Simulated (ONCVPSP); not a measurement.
Rh (Z = 45): excitation energies, all-electron against ONCV

- Element: rhodium
- Generator: ONCVPSP 4.0.1
- Type: optimised norm-conserving Vanderbilt (ONCV)
- Functional: PBEsol
- Relativity: scalar-relativistic
- Frozen core: [Ar] 3d10
- Valence charge: 17
- Reference configuration: 4s2 4p6 4d8 5s1
- Partial waves: 4s+5s: rc 1.50 bohr, ncon 5, nbas 9, qcut 7.2 1/bohr, 2 projectors; 4p: rc 1.30 bohr, ncon 4, nbas 9, qcut 8.4 1/bohr, 2 projectors, debl 4 Ha; 4d: rc 1.80 bohr, ncon 5, nbas 10, qcut 9.5 1/bohr, 3 projectors, debl 0.7 Ha
- Local potential: polynomial inside 1.05 bohr (lpopt 5, dvloc0 0 Ha)
- Core correction: none

Energies are relative to the spin-unpolarised reference configuration 4s2 4p6 4d8 5s1; without spin polarisation the order of configurations can differ from experiment.

```
valence configuration  charge  ΔE all-electron (eV)  error AE − PS (meV)
      4s2 4p6 4d7 5s0      +2                26.972                 -2.2
  4s2 4p6 4d8 5s0 5p1       0                 3.665                 -0.4
```

Problem. What are ΔE and the potential's error for 4s2 4p6 4d8 5s0?

Solution. ΔE = 7.462 eV all-electron; the error (AE − PS) is -1.4 meV.

Problem. What are ΔE and the potential's error for 4s2 4p6 4d6 5s0?

Solution. ΔE = 59.465 eV all-electron; the error (AE − PS) is -2.0 meV.

Levels in the configuration 4s2 4p6 4d6 5s0:

| level | all-electron (eV) | pseudo (eV) |
| --- | --- | --- |
| 4s | -118.439 | -118.431 |
| 4p | -86.007 | -86.000 |
| 4d | -39.494 | -39.487 |
